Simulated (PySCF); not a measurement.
## Working out the ionisation energy of Er

Er [Xe] 4f12 6s2 (high-spin determinant) → Er⁺ [Xe] 4f12 6s1 (high-spin determinant). Computed with PySCF 2.14 in ANO-RCC-VTZP, with scalar relativity by spin-free X2C-1e. Frozen: [Ar] 3d10. Energies in hartree (1 hartree = 27.21139 eV):

```csv
part,Er (lower),Er⁺ (upper)
UHF,-13080.728256,-13080.544325
MP2 opposite-spin,-1.134098,-1.107293
MP2 same-spin,-0.693766,-0.685170
```

Question: What does Hartree-Fock give?

Answer: (-13080.544325) − (-13080.728256) = 0.183931 hartree = 5.005 eV.

Question: What do MP2 and SCS-MP2 (6/5 opposite-spin, 1/3 same-spin) give?

Answer: The opposite-spin parts differ by 0.729 eV and the same-spin parts by 0.234 eV. MP2: 5.005 + (0.729) + (0.234) = 5.968 eV. SCS-MP2: 5.005 + 1.2 × (0.729) + (0.234)/3 = 5.958 eV.

A first-order spin-orbit estimate adds 0.000 eV to MP2 (valence and next inner shell), giving 5.968 eV against 6.108 eV (measured; NIST Atomic Spectra Database, ionization energies).

One determinant mixes LS terms, so it does not stand for a single term.

What remains against the reference includes basis incompleteness, the frozen core and correlation beyond second order.
